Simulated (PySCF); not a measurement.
Vibration and rotation of TlSn

UHF-CCSD(T) constants of TlSn, ⁴Σ⁻ (quartet), unpaired electrons σ ↑, π ↑↑ (Tl def2-SVP with ECP60, Sn def2-SVP with ECP28; scalar-relativistic core potentials (PySCF 2.14); masses 204.9744 and 119.9022 u):

* ωe: 125.1 cm⁻¹
* ωexe: 0.239 cm⁻¹
* Be: 0.025843 cm⁻¹
* αe: 7.39e-05 cm⁻¹
* D (centrifugal): 4.41e-09 cm⁻¹
* De to Tl + Sn: 1.72 eV

**Question.** Give the vibrational terms G(v) and spacings up to v = 6.

**Answer.** G(v) = ωe(v+½) − ωexe(v+½)².

| v | G(v) (cm⁻¹) | G(v) − G(v−1) | Bv (cm⁻¹) |
| --- | --- | --- | --- |
| 0 | 62.5 |  | 0.02581 |
| 1 | 187.1 | 124.6 | 0.02573 |
| 2 | 311.3 | 124.1 | 0.02566 |
| 3 | 434.9 | 123.7 | 0.02558 |
| 4 | 558.1 | 123.2 | 0.02551 |
| 5 | 680.8 | 122.7 | 0.02544 |
| 6 | 803.1 | 122.2 | 0.02536 |

**Question.** How well does the Morse estimate ωe²/(4ωexe) reproduce De, and what is D0?

**Answer.** It gives 2.03 eV, 118 % of the computed De. D0 = De − G(0) = 1.72 − 0.01 = 1.71 eV.

Correlated steps freeze 8 core orbitals. Correlated levels converge slowly with the basis: in double zeta they bind strong bonds too weakly, by up to about 1 eV, and carry superposition errors of some tenths. These are scalar-relativistic numbers at best; spin–orbit coupling would shift them, the dissociation energy most. The state is the lowest determinant that a PBE0 search found; another state may lie lower at other levels.
